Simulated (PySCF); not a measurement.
Electron correlation in Ti (titanium, neutral)

[Ar] 3d2 4s2, high-spin 3F determinant. All numbers are calculated (PySCF 2.14, scalar relativity by spin-free X2C-1e, in jorge-DZP-DKH (8s6p2d1f, 43 functions)). Frozen: [Ar]; 4 electrons correlated.

MP2 pair energies summed by pair of shells (mhartree):

| pair | energy | share (%) |
| --- | --- | --- |
| 4s-4s | -18.56 | 58.8 |
| 3d-4s | -10.05 | 31.9 |
| 3d-3d | -2.93 | 9.3 |

Total MP2 correlation energy: -31.54 mhartree.

Same-spin part -6.83 and opposite-spin part -24.71 mhartree; SCS-MP2 scales them by 1/3 and 6/5 to -31.93 mhartree.
